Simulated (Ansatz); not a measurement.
## Abstraction of H: C2H2Cl2Si + InH2 → C2HCl2Si + InH3

Gas-phase species: C2H2Cl2Si `C#C[SiH](Cl)Cl`, singlet; InH2 `[InH2]`, doublet; C2HCl2Si `C#C[Si](Cl)Cl`, doublet; InH3 `[InH3]`, singlet. A radical takes H: the energy is the difference in strength between the Si–H bond broken and the In–H bond made.

Shapes, held fixed at every level: PBE0-D4/def2-TZVP. Programs: Ansatz 0.2.0. The zero-point and thermal change to 298 K, harmonic and unscaled (PBE0-D4/def2-TZVP), is -3.2 kJ/mol.

(1) Estimate ΔH(298 K) of this reaction.

Results:

(1) The highest level, CCSD(T)/def2-TZVPP, gives ΔH(298 K) = +85.5 kJ/mol; the levels span +69.9 to +99.7. The column of differences is taken from that level and isn't an error. No measured value is set beside it here. Spin contamination: C2HCl2Si (⟨S²⟩ up to 0.80). Open shells run unrestricted. For atoms past krypton def2 sets carry core potentials with scalar relativity. Outer-core shells of In are correlated, in sets that cover them unevenly.

```tsv
level	kind	ΔH(298 K) (kJ/mol)	less CCSD(T)/def2-TZVPP
MP2/def2-SVP	perturbation theory	+99.7	+14.2
MP2/def2-TZVPP	perturbation theory	+94.8	+9.3
SPW92/def2-TZVPP	LDA	+69.9	-15.6
r2SCAN-D4/def2-TZVPP	meta-GGA	+75.0	-10.5
BHLYP-D4/def2-TZVPP	global hybrid	+87.6	+2.1
r2SCAN0-D4/def2-TZVPP	global hybrid	+78.6	-6.9
wB97X-V/def2-TZVPP	range-separated hybrid	+81.4	-4.1
CCSD(T)/def2-TZVPP	coupled cluster or CI	+85.5	0.0
```
